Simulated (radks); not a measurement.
Species: the europium ion Eu19+. Configuration: [Kr] 4d8 (the NIST ground configuration). Method: scalar-relativistic Kohn-Sham, SCAN, spin-polarised, spherical densities, finite nucleus; open shells are filled with parallel spins first (spin-orbit coupling, left out, can overturn this in heavy ions); meta-GGA in the generalised Kohn-Sham scheme; Fermi nuclear charge, rms radius 5.1115 fm; computed with a radial shooting solver on a logarithmic mesh with Libxc functionals.

Normalised radial functions P(r) = r R(r), r in bohr:

r,3d down,4s down,4p up
0.001151,0.0000,0.1191,0.0033
0.001308,0.0000,0.1320,0.0042
0.001475,0.0001,0.1451,0.0051
0.001676,0.0001,0.1603,0.0063
0.00189,0.0001,0.1756,0.0078
0.002148,0.0001,0.1932,0.0097
0.002422,0.0002,0.2107,0.0119
0.002731,0.0003,0.2293,0.0146
0.003104,0.0004,0.2500,0.0182
0.0035,0.0005,0.2701,0.0223
0.003977,0.0008,0.2921,0.0278
0.004485,0.0011,0.3128,0.0340
0.005097,0.0015,0.3344,0.0421
0.005747,0.0021,0.3537,0.0514
0.006531,0.0029,0.3724,0.0635
0.007364,0.0041,0.3872,0.0772
0.008303,0.0057,0.3982,0.0935
0.009437,0.0080,0.4045,0.1144
0.01064,0.0110,0.4037,0.1376
0.01209,0.0155,0.3938,0.1668
0.01363,0.0213,0.3744,0.1987
0.0155,0.0298,0.3409,0.2377
0.01747,0.0406,0.2958,0.2791
0.01986,0.0563,0.2317,0.3281
0.02239,0.0760,0.1559,0.3779
0.02525,0.1021,0.0650,0.4303
0.02869,0.1388,-0.0469,0.4867
0.03235,0.1837,-0.1624,0.5370
0.03677,0.2456,-0.2912,0.5835
0.04146,0.3193,-0.4094,0.6152
0.04712,0.4179,-0.5218,0.6295
0.05312,0.5311,-0.6020,0.6176
0.06038,0.6759,-0.6458,0.5702
0.06808,0.8349,-0.6347,0.4870
0.07676,1.0148,-0.5630,0.3626
0.08724,1.2254,-0.4139,0.1843
0.09836,1.4339,-0.2082,-0.0205
0.1118,1.6555,0.0659,-0.2647
0.126,1.8470,0.3474,-0.4960
0.1433,2.0160,0.6334,-0.7154
0.1615,2.1238,0.8440,-0.8633
0.1836,2.1669,0.9559,-0.9228
0.207,2.1282,0.9180,-0.8602
0.2334,2.0093,0.7250,-0.6708
0.2652,1.8011,0.3591,-0.3371
0.2991,1.5466,-0.0966,0.0724
0.3399,1.2402,-0.6255,0.5509
0.3832,0.9488,-1.0820,0.9769
0.4356,0.6651,-1.4423,1.3347
0.4911,0.4415,-1.6113,1.5301
0.5582,0.2630,-1.5924,1.5615
0.6293,0.1476,-1.4154,1.4376
0.7096,0.0751,-1.1399,1.2055
0.8064,0.0324,-0.8105,0.9005
0.9093,0.0128,-0.5272,0.6180
1.033,0.0041,-0.2947,0.3682
1.165,0.0012,-0.1500,0.2007
1.324,0.0003,-0.0627,0.0911
1.493,0.0000,-0.0237,0.0375
1.697,0.0000,-0.0069,0.0122
1.913,0.0000,-0.0018,0.0035

3d down: eigenvalue -1613.2 eV, 0 radial nodes, <r> = 0.225 bohr, 90 % of the charge inside 0.350 bohr. 4s down: eigenvalue -804.76 eV, 3 radial nodes at r = 0.0272, 0.109, 0.292 bohr, <r> = 0.543 bohr, 90 % of the charge inside 0.773 bohr. 4p up: eigenvalue -713.90 eV, 2 radial nodes at r = 0.0973, 0.293 bohr, <r> = 0.565 bohr, 90 % of the charge inside 0.811 bohr.
